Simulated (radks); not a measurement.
Problem. The gold anion Au-, [Hg], held by a Watson sphere: a shell of charge +1.43 at radius R that stands for the Madelung well of a crystal (potential energy -1.43/R inside, -1.43/r outside, in hartree with lengths in bohr). Method: scalar-relativistic Kohn-Sham, LDA (Slater exchange, Perdew-Wang correlation), spin-unpolarised, spherical densities, finite nucleus; Fermi nuclear charge, rms radius of each element as measured or else 0.836 A^(1/3) + 0.57 fm; computed with a radial shooting solver on a logarithmic mesh with Libxc functionals. Response by self-consistent Sternheimer equations with the Hartree and adiabatic LDA kernel, the relativistic mass of each level held fixed and spin-orbit coupling left out. The sphere does not respond.

| R (bohr) | e(5p) (eV) | e(5d) (eV) | e(6s) (eV) | <r> 6s (bohr) | sum of <r^2> (bohr^2) | X-ray form factor at sin(theta)/lambda = 0.2 1/angstrom | alpha (bohr^3) |
|---|---|---|---|---|---|---|---|
| 3 | -63.361 | -10.596 | -10.011 | 2.778 | 69.06 | 67.135 | 38.76 |
| 3.24 | -62.906 | -10.102 | -9.613 | 2.825 | 70.08 | 67.116 | 41.75 |
| 3.28 | -62.833 | -10.023 | -9.546 | 2.833 | 70.24 | 67.113 | 42.25 |
| 3.97 | -61.676 | -8.795 | -8.438 | 2.950 | 72.66 | 67.094 | 51.25 |
| 5.06 | -60.217 | -7.293 | -6.971 | 3.081 | 75.31 | 67.097 | 65.14 |
| 5.12 | -60.148 | -7.223 | -6.902 | 3.087 | 75.42 | 67.098 | 65.86 |
| 5.46 | -59.777 | -6.847 | -6.526 | 3.115 | 76.01 | 67.100 | 69.82 |

Estimate the row for R = 6.53 bohr.

Solution. e(5p) (eV) -58.800; e(5d) (eV) -5.861; e(6s) (eV) -5.535; <r> 6s (bohr) 3.177; sum of <r^2> (bohr^2) 77.34; X-ray form factor at sin(theta)/lambda = 0.2 1/angstrom 67.104; alpha (bohr^3) 80.72.
